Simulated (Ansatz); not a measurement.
Program: Ansatz. Geometries: PBE0-D4/def2-TZVP. ΔE: electronic, gas phase. CCSD(T)/CBS adds triple-zeta CCSD(T) − MP2 to the extrapolated MP2 energy (def2 sets, frozen cores). This one scheme is used for every species. DFT in def2-TZVPP.

Consider the cleavage of the Si–B bond: `B[Si](F)(F)F` + H–F → silicon tetrafluoride + BH₃.

```tsv
level	ΔE (eV)
ωB97X-V	-1.68
MP2/def2-QZVPP	-1.79
```

Q: What does CCSD(T)/CBS give? (Estimate.)

A: The calculation gave: -1.71 eV. The listed levels differ from it by 0.03, -0.08 eV.

Largest T1 diagnostic among the species: 0.012.

The D4 term adds +0.04 eV with B3LYP and +0.02 eV with PBE0; it sums over pairs of atoms, weighted by their polarisabilities, and B3LYP, whose exchange is more repulsive, gets the larger term. In def2-TZVPP, CCSD(T) changes the Hartree–Fock value by +0.26 eV (the triples alone add +0.03 eV) and MP2 by +0.20 eV.

B3LYP here is the variant with VWN-RPA as its local correlation; programs differ in this.
